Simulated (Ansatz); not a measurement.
Consider the formal hydrolysis of the Sn–F bond: `[F][SnH]([Cl])[Br]` + H₂O → `[OH][SnH]([Cl])[Br]` + H–F.

Program: Ansatz. Geometries: PBE0-D4/def2-TZVP. ΔE: electronic, gas phase. CCSD(T)/CBS is the MP2 limit (def2-TZVPP, def2-QZVPP) plus CCSD(T) − MP2 in def2-TZVPP, frozen cores. This one scheme is used for every species. DFT in def2-TZVPP. def2 core potentials past Kr. For Br, Sn outer-core shells are correlated without core-valence functions, which leaves a few kJ/mol of doubt a bond. Scalar relativity is left out up to krypton. One conformer a species, not always the lowest.

`[F][SnH]([Cl])[Br]`:

Cartesian coordinates in Å:
```
F 1.331 -1.032 -0.861
Sn 0.054 0.139 -0.075
Cl 0.486 0.071 2.178
Br -2.129 -0.860 -0.508
H 0.259 1.683 -0.735
```

H₂O:

Cartesian coordinates in Å:
```
O -0.238 0.278 0.131
H 0.690 0.364 -0.097
H -0.451 -0.643 -0.034
```

`[OH][SnH]([Cl])[Br]`:

Z-matrix (Å, degrees):
```
Sn
Cl 1 2.313
Br 1 2.459 2 106.5
O 1 1.940 2 108.0 3 -116.7
H 1 1.689 2 111.8 3 124.0
H 4 0.961 1 113.7 2 59.7
```

H–F:

Cartesian coordinates in Å:
```
F 0.390 0.215 0.116
H -0.390 -0.215 -0.116
```

| level | ΔE (kcal/mol) | difference from CCSD(T)/CBS |
| --- | --- | --- |
| LDA (SPW92) | 5.4 | -0.3 |
| r2SCAN0-D4 | 6.4 | 0.7 |
| CAM-B3LYP-D4 | 7.1 | 1.4 |
| PBE | 6.9 | 1.2 |
| r2SCAN | 7.1 | 1.4 |
| r2SCAN0 | 6.6 | 0.9 |
| RPA@PBE/def2-TZVPP | 5.2 | -0.5 |
| SCS-MP2/def2-QZVPP | 5.6 | -0.1 |
| MP2/CBS(def2) | 4.8 | -0.9 |
| CCSD/CBS(def2) | 6.0 | 0.3 |
| CCSD(T)/CBS | 5.7 | 0 |

Largest T1 diagnostic among the species: 0.011.

Leaving LDA and LC-ωPBE aside and taking each functional with its dispersion term where it has one, the values, not all of them listed here, spread over 2.6 kcal/mol, from PBE-QIDH to B97M-V. LDA lies −1.4 kcal/mol from PBE without D4. At CCSD(T), def2-SVP lies +1.2 kcal/mol from the extrapolated value and def2-TZVPP −0.7 kcal/mol. The D4 term adds −0.7 kcal/mol with B3LYP and −0.4 kcal/mol with PBE0; it sums over pairs of atoms, weighted by their polarisabilities, and B3LYP, whose exchange is more repulsive, gets the larger term.

B3LYP here is the variant with VWN-RPA as its local correlation; programs differ in this.
